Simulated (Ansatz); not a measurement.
Relaxation of C3H10AlNSi (16 atoms, charge 0, multiplicity 1), to a largest force component of 0.02 eV/Å in at most 40 steps.

Computed with RKS B3LYP-D4/STO-3G (Ansatz 0.2.0).

```xyz
16
Properties=species:S:1:pos:R:3
C 0.102 -0.686 1.623
N 0.932 0.151 0.746
C 1.665 -0.702 -0.199
Al 1.135 -0.103 -2.015
Si -0.005 1.142 -0.438
C -1.856 0.870 -0.402
H 0.696 -1.248 2.310
H -0.558 -1.309 1.016
H -0.576 0.048 2.271
H 2.784 -0.490 -0.058
H 1.505 -1.792 -0.022
H 0.517 -0.927 -3.243
H 0.327 2.594 -0.381
H -2.351 1.446 -1.205
H -2.072 -0.239 -0.547
H -2.269 1.223 0.588
```

**Question.** Where does it end, and by what steps?

**Answer.** The run converged. Limits of this set-up: minimal basis. After 14 steps the energy has fallen by 1.541 eV; H12 moved furthest, 1.51 Å.

```tsv
step	energy less start (eV)	largest force component (eV/Å)	accepted
0	0.0000	4.558	yes
1	-1.2116	1.159	yes
2	-1.3242	0.384	yes
3	-1.3719	0.199	yes
4	-1.4055	0.254	yes
5	-1.4334	0.390	yes
6	-1.4603	0.417	yes
7	-1.4836	0.408	yes
8	-1.4908	0.532	yes
9	-1.5198	0.393	yes
10	-1.5292	0.491	yes
11	-1.5382	0.082	yes
12	-1.5401	0.053	yes
13	-1.5410	0.025	yes
14	-1.5412	0.019	yes
```

```xyz
16
Properties=species:S:1:pos:R:3
C 0.388 -0.401 1.844
N 0.783 0.011 0.470
C 1.372 -1.092 -0.395
Al 1.173 -0.048 -2.009
Si -0.171 1.101 -0.585
C -2.038 0.785 -0.521
H 1.258 -0.813 2.393
H -0.410 -1.179 1.868
H 0.017 0.476 2.407
H 2.383 -1.374 -0.037
H 0.765 -2.026 -0.361
H 1.775 -0.106 -3.385
H -0.011 2.471 -0.123
H -2.572 1.447 -1.216
H -2.293 -0.248 -0.789
H -2.442 0.973 0.483
```

Whether the end is a true minimum wasn't checked by a vibrational analysis.

The run took 45 s on 1 thread of Arm Neoverse V2 (shared host), peak memory 0.14 GiB.
